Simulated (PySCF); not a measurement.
C3H6NO, SMILES O=C(C)[N]C, multiplicity 2.

Geometry optimised at TPSSh-D3(BJ)/def2-SVP. The isomer is the one that the SMILES or the coordinates give; other isomers of the formula were not compared.

Level of theory: CAM-B3LYP/def2-TZVP in PySCF.

```
Item                                                                                                            Result
---------------------------------------------------------------------------------------------  -----------------------
total energy                                                                                        -247.83059 hartree
α spin, highest occupied and lowest empty level                                                      -9.25 and 1.17 eV
β spin, highest occupied and lowest empty level                                                     -8.98 and -2.40 eV
dipole moment                                                                                                   2.17 D
quadrupole, principal values (traceless, Buckingham form, about the centre of nuclear charge)    -8.72, 0.34, 8.38 D·Å
mean static polarisability                                                                        48.5 bohr³ (7.18 Å³)
polarisability, principal values                                                                36.7, 49.5, 59.3 bohr³
⟨S²⟩                                                                                           0.763 (pure state 0.75)
```
